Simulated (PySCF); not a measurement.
Ligands exchanged one at a time, In SH-H. All species are isolated molecules in the gas phase. One relaxed conformer stands for each flexible species; it need not be the lowest. Strings in code marks are SMILES.

The HOMO–LUMO gap from two functionals at the same geometries (CAM-B3LYP-D3(BJ)/def2-TZVP), both in PySCF: PBE-D3(BJ)/def2-TZVP and TPSSh-D3(BJ)/def2-TZVP. 

| species | PBE-D3(BJ)/def2-TZVP (eV) |
|---|---|
| 0 of 3 SH replaced by H (`[SH][In]([SH])[SH]`) | 3.82 |
| 1 of 3 SH replaced by H (`[SH][InH][SH]` (H–S–In–S torsion 180°, S–In–S–H torsion 0°)) | 4.11 |
| 2 of 3 SH replaced by H (`[SH][InH2]`) | 3.90 |
| 3 of 3 SH replaced by H (`[InH3]`) | 4.36 |

What does TPSSh-D3(BJ)/def2-TZVP give for each?


- 0 of 3 SH replaced by H (`[SH][In]([SH])[SH]`): 4.86
- 1 of 3 SH replaced by H (`[SH][InH][SH]` (H–S–In–S torsion 180°, S–In–S–H torsion 0°)): 5.08
- 2 of 3 SH replaced by H (`[SH][InH2]`): 4.85
- 3 of 3 SH replaced by H (`[InH3]`): 5.47
Over these rows, drawn at random from the members with no instability flagged (it was tested for open shells, ions and some series alone), PBE minus TPSSh-D3(BJ): mean -1.02 eV, from -1.12 eV to -0.95 eV.
